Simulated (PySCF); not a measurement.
## Pt⁶⁹⁺ (platinum, charge +69) across methods

[He] 2s2 2p5, 2P determinant. Calculation: PySCF 2.14, in an uncontracted even-tempered set (17 s from 48 bohr⁻², ratio 2.2; 10 p from 63 bohr⁻², ratio 2.2; 5 d from 250 bohr⁻², ratio 2.4; 5 f from 370 bohr⁻², ratio 2.4; 4 g from 550 bohr⁻², ratio 2.4); the non-relativistic Hamiltonian (point nucleus).

```csv
method,E (hartree),mean ε 2s β (eV),mean ε 2p α (eV),mean ε 2p β (eV),Σ⟨r²⟩ (bohr²),⟨S²⟩
UHF,-10862.22087,-18011.8,-17702.3,-17666.9,0.04340,0.750
r2SCAN,-10862.57,-17862.9,-17551.6,-17521.0,0.04341,0.750
LDA,-10853.34,-17833.0,-17523.8,-17492.5,0.04346,0.750
revPBE,-10862.13,-17843.3,-17530.4,-17501.7,0.04343,0.750
PBE,-10861.48,-17842.5,-17530.1,-17501.4,0.04343,0.750
PBE0,-10861.76,-17885.3,-17573.6,-17543.2,0.04343,0.750
TPSS,-10862.59,-17850.7,-17533.5,-17506.2,0.04343,0.750
```

A non-relativistic calculation at this Z misses sizeable relativistic shifts. Spin-orbit coupling, absent here, splits the open shell strongly.
